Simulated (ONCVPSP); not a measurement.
# Building the ONCV potential for Li (PBE, scalar-relativistic).

ONCVPSP 4.0.1 was run on this input:

```
# ATOM AND REFERENCE CONFIGURATION
# atsym  z   nc   nv     iexc    psfile
  Li 3.00    0    2        4      upf
#
#   n    l    f
    1    0    2.00
    2    0    1.00
#
# PSEUDOPOTENTIAL AND OPTIMIZATION
# lmax
    1
#
#   l,   rc,      ep,       ncon, nbas, qcut
    0    1.15    0.00    4    8   10.80
    1    1.10    0.05    4    8    7.20
#
# LOCAL POTENTIAL
# lloc, lpopt,  rc(5),   dvloc0
    4    5    1.05    0.00
#
# VANDERBILT-KLEINMAN-BYLANDER PROJECTORs
# l, nproj, debl
    0    2    1.40
    1    2    3.60
#
# MODEL CORE CHARGE
# icmod, fcfact, rcfact
    0    0.00    0.00
#
# LOG DERIVATIVE ANALYSIS
# epsh1, epsh2, depsh
   -3.00    5.00    0.02
#
# OUTPUT GRID
# rlmax, drl
    6.00    0.01
#
# TEST CONFIGURATIONS
# ncnf
    4
# nvcnf
#   n    l    f
    2
    1    0    2.00
    2    0    0.00
#
    2
    1    0    2.00
    2    0    0.50
#
    3
    1    0    2.00
    2    0    0.00
    2    1    1.00
#
    2
    1    0    1.00
    2    0    1.00
#
```

Command:

```bash
oncvpsp.x < Li.dat > Li.out
```

Output (shortened: citation, most of the input echo, consistency checks and plot data are left out):

```
ONCVPSP  (Optimized Norm-Conservinng Vanderbilt PSeudopotential)
scalar-relativistic version 4.0.1

#   n    l    f        energy (Ha)
    1    0    2.00    -1.9056244E+00
    2    0    1.00    -1.0562447E-01

Reference configufation results
  iterations    24
  all-electron total energy (Ha)   -7.45219754D+00

Begin loop to  construct optimized pseudo wave functions
and semi-local pseudopoentials for all angular momenta

Calculating optimized projector #   1

 for l=   0

    Fraction of norm inside rc  0.926509
    Optimizing pswf for qcut=  10.81 a_B^-1,  ecut=  58.44 Ha
    Residual kinetic energy error=  1.90D-06 Ha

    Energy error per electron        Cutoff
         Ha          eV             Ha
         0.01000     0.27211       31.41
         0.00100     0.02721       40.88
         0.00010     0.00272       48.18
         0.00001     0.00027       53.95

Calculating optimized projector #   2

 for l=   0

    Fraction of norm inside rc  0.017195
    Optimizing pswf for qcut=  10.81 a_B^-1,  ecut=  58.44 Ha
    Residual kinetic energy error=  7.78D-07 Ha

    Energy error per electron        Cutoff
         Ha          eV             Ha
         0.01000     0.27211       16.08
         0.00100     0.02721       29.12
         0.00010     0.00272       39.19
         0.00001     0.00027       47.98

   Wellstate for l =  1  n =  2
     eigenvalue =   0.0500
     asymptotic potential =   0.5500
     half-point radius =  5.9146

   Wellstate for l =  1  n =  4
     eigenvalue =   3.6500
     asymptotic potential =   4.1500
     half-point radius =  2.7792

Calculating optimized projector #   1

 for l=   1

    Fraction of norm inside rc  0.032299
    Optimizing pswf for qcut=   7.21 a_B^-1,  ecut=  26.01 Ha
    Residual kinetic energy error=  1.60D-05 Ha

    Energy error per electron        Cutoff
         Ha          eV             Ha
         0.01000     0.27211        3.25
         0.00100     0.02721        9.70
         0.00010     0.00272       19.88
         0.00001     0.00027       27.74

Calculating optimized projector #   2

 for l=   1

    Fraction of norm inside rc  0.110553
    Optimizing pswf for qcut=   7.21 a_B^-1,  ecut=  26.01 Ha
    Residual kinetic energy error=  6.59D-04 Ha

    Energy error per electron        Cutoff
         Ha          eV             Ha
         0.01000     0.27211       14.32
         0.00100     0.02721       24.32
         0.00010     0.00272       35.45
         0.00001     0.00027      106.54

Construct Vanderbilt / Kleinmman-Bylander projectors

B matrix Hermiticity error, ll=   0
   1   2    3.4065E-05

  Orthonormal projector coefficients -6.4623E+00 -1.5654E+00

B matrix Hermiticity error, ll=   1
   1   2   -3.4567E-05

  Orthonormal projector coefficients -2.5050E+00 -7.4658E-01

Pseudoatom total energy   -7.278144

Diagnostic tests using Vanderbilt-Kleinman-Bylander pseudopotentials
  1 or more projectors used as specified by nproj input data

   l    rcore       rmatch      e in        delta e   norm test  slope test

   0   1.1507464   1.1856856  -1.9056244   0.0000005   1.0000601   1.0000539
   0   1.1507464   1.1856856  -0.1056245   0.0000008   1.0000167   1.0000150

   1   1.1035545   1.1370608   0.0500000   0.0000029   1.0000440   1.0000440
   1   1.1035545   1.1370608   3.6500000   0.0000080   1.0001443   1.0001443

 Testing for bound ghosts
   n   l    E NL Schr. Eq   E Basis Diag.   E Cutoff

   1   0       -1.905624       -1.905487    198.49
   2   0       -0.105624        0.282258    198.49

   2   1       -0.040051        0.361357    246.06

 Testing for highly-localized positive-energy ghosts
       l    <radius>/rc     E Basis Diag.   E Cutoff

Test configuration 0

   n   l     f        eae           eps        diff
   1   0  2.0000   -1.90562444   -1.90562392    5.15D-07
   2   0  1.0000   -0.10562447   -0.10562371    7.55D-07

    Total energies and differences
      AE_ref= -7.45219754D+00  AE_tst= -7.45219754D+00  dif=  0.00D+00
      PS_ref= -7.27814377D+00  PS_tst= -7.27814377D+00  dif=  9.77D-15
      PSP excitation error= -9.77D-15

Test configuration 1

   n   l     f        eae           eps        diff
   1   0  2.0000   -2.22019460   -2.21923051    9.64D-04

    Total energies and differences
      AE_ref= -7.45219754D+00  AE_tst= -7.25755689D+00  dif=  1.95D-01
      PS_ref= -7.27814377D+00  PS_tst= -7.08351449D+00  dif=  1.95D-01
      PSP excitation error=  1.14D-05

Test configuration 2

   n   l     f        eae           eps        diff
   1   0  2.0000   -2.04910014   -2.04872946    3.71D-04
   2   0  0.5000   -0.19634943   -0.19633974    9.69D-06

    Total energies and differences
      AE_ref= -7.45219754D+00  AE_tst= -7.37691231D+00  dif=  7.53D-02
      PS_ref= -7.27814377D+00  PS_tst= -7.20286036D+00  dif=  7.53D-02
      PSP excitation error=  1.83D-06

Test configuration 3

   n   l     f        eae           eps        diff
   1   0  2.0000   -1.96094573   -1.95971416    1.23D-03
   2   1  1.0000   -0.05746040   -0.05746011    2.88D-07

    Total energies and differences
      AE_ref= -7.45219754D+00  AE_tst= -7.38652277D+00  dif=  6.57D-02
      PS_ref= -7.27814377D+00  PS_tst= -7.21248392D+00  dif=  6.57D-02
      PSP excitation error=  1.49D-05

Test configuration 4

   n   l     f        eae           eps        diff
   1   0  1.0000   -3.15975617   -3.08836349    7.14D-02
   2   0  1.0000   -0.45571618   -0.45295242    2.76D-03

    Total energies and differences
      AE_ref= -7.45219754D+00  AE_tst= -4.93828910D+00  dif=  2.51D+00
      PS_ref= -7.27814377D+00  PS_tst= -4.79514844D+00  dif=  2.48D+00
      PSP excitation error=  3.09D-02
```

The run took about 2.1 s on one core of a shared server CPU.
